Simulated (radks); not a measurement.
Task: The mean radii <r> (bohr) of the occupied orbitals of an atom or ion are listed with their occupations. Method: scalar-relativistic Kohn-Sham, PBE, spin-polarised, spherical densities, finite nucleus; Fermi nuclear charge, rms radius of each element as measured or else 0.836 A^(1/3) + 0.57 fm; computed with a radial shooting solver on a logarithmic mesh with Libxc functionals.

orbital  occ.      <r>
1s down     1  0.01774
1s up       1  0.01774
2s up       1  0.07491
2s down     1  0.07491
2p up       3  0.06728
2p down     3  0.06728
3s up       1   0.1939
3s down     1   0.1939
3p up       3   0.1945
3p down     3   0.1945
3d up       5   0.1762
3d down     5   0.1762
4s up       1   0.4319
4s down     1   0.4319
4p up       3   0.4594
4p down     3   0.4594
4d up       5   0.4891
4d down     5   0.4889
5s up       1    1.009
5s down     1    1.003
4f up       7   0.5580
5p up       3    1.172
4f down     7   0.5550
5p down     3    1.164
5d up       5    1.687
5d down     1    1.715

Name the element and its charge. Open shells, if any, are filled with parallel spins first.

Result: Z = 76, osmium, charge +2: Os2+ in [Xe] 4f14 5d6. The 1s radius gives Z: for a bare nucleus <r> = (2 gamma + 1)/(2Z) with gamma = sqrt(1 - (Z/c)^2), 0.01753 bohr for Z = 76, and screening makes it slightly larger (0.01774 here). The occupations add up to 74, and the charge is Z minus that.
